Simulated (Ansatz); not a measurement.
Isomers of Li$_{11}$⁺ (singlet), found by a short tight-binding search and relaxed with r2SCAN/def2-SVP in Ansatz.

B3LYP takes the VWN-RPA correlation. Correlated methods freeze no core orbitals; core or outer-core shells of Li are correlated, in sets that lack core-valence functions.

Run but left out: HF/def2-TZVPP (A: restricted singlet, unstable towards broken spin symmetry); B2PLYP/def2-TZVP (A: restricted singlet, unstable in another Hartree–Fock run and untested here).

A: The restricted singlet is unstable towards broken spin symmetry in Hartree–Fock (as tested in another run); at PBE/def2-TZVP, r2SCAN/def2-TZVP, B3LYP/def2-TZVP, PBE0/def2-TZVP this wasn't settled. At CCSD(T)/def2-TZVPP the restricted singlet (for correlated methods, its reference) is unstable: a solution with broken spin symmetry lies lower. B: The restricted singlet is unstable towards broken spin symmetry in Hartree–Fock (as tested in another run); at PBE/def2-TZVP, r2SCAN/def2-TZVP, B3LYP/def2-TZVP, PBE0/def2-TZVP this wasn't settled. At CCSD(T)/def2-TZVPP the restricted singlet (for correlated methods, its reference) is unstable: a solution with broken spin symmetry lies lower.

Other spin states weren't relaxed.

A:

```
atom   x (Å)   y (Å)   z (Å)
 Li1   1.043   0.533   2.609
 Li2  -1.505   1.865   0.862
 Li3   1.326  -1.231  -2.146
 Li4   0.299  -0.489   0.229
 Li5  -1.500  -1.274   2.074
 Li6   0.617   2.042  -1.129
 Li7  -0.986  -2.797  -0.663
 Li8   3.032   0.062   0.181
 Li9  -1.747   0.360  -1.624
Li10   1.610  -2.668   1.369
Li11  -2.189   3.596  -1.762
```

B:

```xyz
11

Li    1.687   -1.510    2.005
Li   -1.303   -0.539    3.358
Li   -0.815   -1.705   -3.625
Li    1.753    1.767   -0.215
Li   -1.729   -1.754    0.139
Li    1.325    0.412   -3.972
Li   -0.066    0.159    0.962
Li   -1.943    1.995    1.154
Li    0.835    1.612    3.108
Li    1.140   -1.200   -1.221
Li   -0.886    0.764   -1.692
```

Estimate their order by electronic energy at PBE0/def2-TZVP, counted from the lowest.

A (0.0) < B (8.5), in kcal/mol.

Do the other levels pick the same lowest one?

All that were run do. Energies above each level's lowest (kcal/mol):

```
             level    A    B
     PBE/def2-TZVP  0.0  7.3
  r2SCAN/def2-TZVP  0.0  7.3
   B3LYP/def2-TZVP  0.0  8.2
    PBE0/def2-TZVP  0.0  8.5
    MP2/def2-TZVPP  0.0  8.7
   CCSD/def2-TZVPP  0.0  9.2
CCSD(T)/def2-TZVPP  0.0  8.0
```
Point groups (tolerance 0.1 Å): A Cs, B Cs. Lower isomers may exist.
